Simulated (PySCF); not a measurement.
# What a mistake does to a calculation on BCGeH6Si cation

These are calculations, not measurements. The program is PySCF 2.14.0, an open-source quantum chemistry code, run on an isolated molecule that a program drew, which may never have been made. The molecule is BCGeH6Si cation (charge +1, singlet), drawn as the SMILES string `[BH2][Ge](=[CH2])[SiH2+]`.

Each row is a Hartree-Fock (HF) and frozen-core CCSD(T) single point in the cc-pV(D+d)Z basis, meant for a local HF minimum. Run 1 is clean. Each other run has one planted mistake out of seven kinds, and not every kind appears here: one electron removed, one electron added, multiplicity raised by two, geometry at a saddle point, minimal basis STO-3G, one bond length entered in bohr, all coordinates scaled. The reference is restricted for singlets and unrestricted otherwise, and also for a bond in bohr. Adding or removing an electron swaps singlet and doublet. Electrons count all cores. HOMO and LUMO are orbital energies over both spins, the gradient is its largest component, and the lowest frequency (negative if imaginary) is given only where the gradient is small. Bond lengths are over the 9 bonds as drawn. T1 is the CCSD diagnostic: over 0.02 (restricted) or 0.045 (unrestricted) a single reference is doubtful. Germanium has the cc-pVDZ-PP basis, with a core potential (ECP10MDF) in place of its 10 inner electrons, and its 3s, 3p and 3d shells are frozen in CCSD(T).

Geometry of the clean run:
```xyz
10
BCGeH6Si cation, angstrom
B     2.8605   -0.2754   -0.0843
Ge    1.3420   -1.1549    1.0013
C     0.8371   -2.8952    1.0609
Si   -0.1524   -0.1607    2.4527
H     3.0338    0.8960    0.0152
H     3.5101   -0.9907   -0.7764
H     1.3379   -3.6665    0.4829
H     0.0152   -3.2512    1.6729
H    -1.1654   -0.9826    3.1272
H    -0.2165    1.2640    2.8007
```

| run | electrons | basis functions | <S^2> | HOMO (eV) | LUMO (eV) | gradient (hartree/bohr) | lowest frequency (cm^-1) | mean bond (Å) | longest bond (Å) | T1 | HF (hartree) | CCSD(T) (hartree) | mistake |
|---|---|---|---|---|---|---|---|---|---|---|---|---|---|
| 1 | 62 | 104 | 0.000 | -13.19 | -5.44 | 1.7e-05 | 84 | 1.5188 | 2.308 | 0.0201 | -648.00276 | -648.46640 | no fault |
| 2 | 61 | 104 | 0.755 | -20.86 | -11.87 | 3.4e-02 | - | 1.5188 | 2.308 | 0.0136 | -647.55515 | -647.95936 | one electron removed |
| 3 | 63 | 104 | 1.251 | -7.63 | 0.77 | 3.5e-02 | - | 1.5188 | 2.308 | 0.0389 | -648.25526 | -648.71357 | one electron added |
| 4 | 62 | 104 | 2.019 | -12.72 | -6.07 | 5.8e-02 | - | 1.5188 | 2.308 | 0.0158 | -647.99635 | -648.41700 | ? |
| 5 | 62 | 104 | 1.375 | -13.53 | -5.47 | 2.9e-02 | - | 1.6363 | 2.308 | 0.0817 | -647.89370 | -648.33813 | ? |

**Which mistake was planted in run 4, and what did it cost?**

Electrons, basis and geometry are unchanged, and <S^2> is 2.019, beside S(S+1) = 2.00 for a multiplicity of 3. So the mistake is: multiplicity raised by two. Subtracting run 1 and multiplying by 627.51 kcal/mol a hartree, the energy moved by 4.0 kcal/mol in HF and 31.0 kcal/mol in CCSD(T).

**Which mistake was planted in run 5, and what did it cost?**

The mean bond changes by a factor of 1.077 and the longest by 1.000, so the molecule wasn't scaled as a whole. A length L in bohr read as angstrom grows by (1/0.5292 - 1) L = 0.890 L. The 9 bonds together grew by 9 x 0.1175 = 1.058 Å, which gives L = 1.189 Å. That is the length of one of the B-H bonds, 1.188 Å in the clean geometry. So the mistake is: one bond length entered in bohr. Subtracting run 1 and multiplying by 627.51 kcal/mol a hartree, the energy moved by 68.4 kcal/mol in HF and 80.5 kcal/mol in CCSD(T).

Cautions from the logs. Run 1: T1 is over the limit, so its CCSD(T) energy is less reliable; run 5: T1 is over the limit, so its CCSD(T) energy is less reliable.
